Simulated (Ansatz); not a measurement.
Z-matrix (Å, degrees):
```
Al
O 1 1.7018
H 2 0.9562 1 124.99
N 1 1.7664 2 116.65 3 179.80
H 4 1.0064 1 125.76 2 179.87
H 4 1.0070 5 110.46 1 179.95
N 1 1.7718 2 122.19 3 -0.18
H 7 1.0068 1 125.19 2 -0.13
H 7 1.0074 8 109.96 1 179.98
```
Charge 0, spin multiplicity 1.

All values below come from frozen-core CCSD(T)/cc-pVTZ // B3LYP-D3(BJ)/def2-TZVP (Ansatz, a quantum-chemistry and plane-wave program).

```yaml
HF energy: -428.82019 Ha
MP2 correlation energy: -0.75423 Ha
```

**Question.** Estimate the CCSD correlation energy, the (T) correction, the total energy and the T1 diagnostic.

**Answer.** 
```yaml
CCSD correlation energy: -0.77380 Ha
"(T) correction": -0.02761 Ha
CCSD(T) total energy: -429.62161 Ha
T1 diagnostic: 0.010
```
